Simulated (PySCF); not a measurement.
## Working out the ionisation energy of Zr

Zr [Kr] 4d2 5s2 (3F) → Zr+ [Kr] 4d2 5s1 (4F). All numbers are calculated (PySCF 2.14, scalar relativity through the core potential, in aug-cc-pVTZ-PP with one added diffuse shell each of s, p, d, f, g type with ECP28MDF (7s7p6d4f3g, 113 functions)). Frozen: 4s2 4p6. Energies in hartree (1 hartree = 27.21139 eV):

```csv
part,Zr (lower),Zr+ (upper)
UHF,-46.305587,-46.115132
MP2 opposite-spin,-0.034558,0.000000
MP2 same-spin,-0.011702,-0.012060
```

Task: What does Hartree-Fock give?

Result: (-46.115132) − (-46.305587) = 0.190455 hartree = 5.183 eV.

Task: What do MP2 and SCS-MP2 (6/5 opposite-spin, 1/3 same-spin) give?

Result: The opposite-spin parts differ by 0.940 eV and the same-spin parts by -0.010 eV. MP2: 5.183 + (0.940) + (-0.010) = 6.113 eV. SCS-MP2: 5.183 + 1.2 × (0.940) + (-0.010)/3 = 6.308 eV.

Measured between the centres of the two terms (NIST): 6.639 eV, so MP2 (valence) is off by -0.526 eV.

What remains against the reference includes basis incompleteness, the frozen core and correlation beyond second order.
